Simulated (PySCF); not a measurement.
## Excitation energy of Ge²⁺ by level of theory

Ge²⁺ [Ar] 3d10 4s2 (1S) → Ge²⁺ [Ar] 3d10 4s1 4p1 (3P), as a difference of total energies. All numbers are calculated (PySCF 2.14, a scalar-relativistic core potential, in aug-cc-pVQZ-PP with ECP10MDF). Correlated levels: valence: 3s2 3p6 3d10 frozen. The calculations carry no spin-orbit coupling.

| method | excitation energy (eV) |
| --- | --- |
| UHF | 6.409 |
| LDA | 8.538 |
| PBE | 8.228 |
| PBE0 | 7.847 |
| r2SCAN | 7.683 |
| HSE06 | 7.889 |
| M06-2X | 8.062 |
| CAM-B3LYP | 8.201 |
| M06 | 8.772 |
| MP2 (valence) | 7.157 |
| SCS-MP2 (valence) | 7.369 |

Question: How much does correlation contribute at MP2 (valence)?

Answer: 7.157 − (6.409) = 0.748 eV, measured against UHF.
